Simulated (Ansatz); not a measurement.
Species: BH2S, charge 0, doublet. BH2S (SMILES B[S], doublet).
B3LYP-D3(BJ)/def2-TZVP minimum from Ansatz (a program for electronic structure):
```xyz
4

B     -0.7545    -0.8580     0.1056
H     -0.3829    -1.9333     0.4709
H     -1.9065    -0.6700    -0.1504
S      0.3789     0.4308    -0.0530
```
Charge 0, spin multiplicity 2.

Hartree-Fock and CCSD(T) correlation energies in hartree (Ansatz). Radicals and triplets start from unrestricted determinants; spin-orbit coupling is neglected. Correlated methods leave the cores frozen. No relativity.

| basis | X | E(HF) | E(corr, CCSD(T)) |
|---|---|---|---|
| cc-pV(T+d)Z | 3 | -423.39912 | -0.29699 |
| cc-pV(Q+d)Z | 4 | -423.40412 | -0.31497 |
| cc-pV(5+d)Z | 5 | -423.40506 | withheld |

Fit E(corr) = E∞ + A/X³ to X = 3 and 4, predict X = 5, and compare with the run.

A = (-0.29699 - (-0.31497))/(1/27 - 1/64) = 0.8397; E∞ = -0.31497 - A/64 = -0.32809; at X = 5, E∞ + A/125 = -0.32137. The run gave -0.32083, 0.54 mEh above the prediction. The same form on X = 4 and 5 gives E∞ = -0.32698, 1.11 mEh above the first estimate.
